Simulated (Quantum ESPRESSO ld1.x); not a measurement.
Values are calculated unless marked as measured or tabulated.
Problem. The mean radii <r> (bohr) of the occupied orbitals of an atom or ion are listed with their occupations. Code: ld1.x of Quantum ESPRESSO 7.5. Model: scalar-relativistic Kohn-Sham, LDA (Slater exchange, Perdew-Wang correlation), spin-polarised, spherical densities, point nucleus.

orbital  occ.      <r>
1s down     1  0.01900
1s up       1  0.01900
2s up       1  0.08042
2s down     1  0.08042
2p up       3  0.07175
2p down     3  0.07174
3s up       1   0.2088
3s down     1   0.2088
3p up       3   0.2087
3p down     3   0.2087
3d up       5   0.1890
3d down     5   0.1890
4s up       1   0.4685
4s down     1   0.4685
4p up       3   0.4979
4p down     3   0.4979
4d up       5   0.5355
4d down     5   0.5353
5s up       1    1.136
5s down     1    1.132
5p up       3    1.342
5p down     3    1.334
4f up       7   0.6784
4f down     7   0.6740
5d up       2    2.101

Name the element and its charge. Open shells, if any, are filled with parallel spins first.

Solution. Z = 72, hafnium, charge +2: Hf2+ in [Xe] 4f14 5d2. The 1s radius gives Z: for a bare nucleus <r> = (2 gamma + 1)/(2Z) with gamma = sqrt(1 - (Z/c)^2), 0.01876 bohr for Z = 72, and screening makes it slightly larger (0.01900 here). The occupations add up to 70, and the charge is Z minus that.
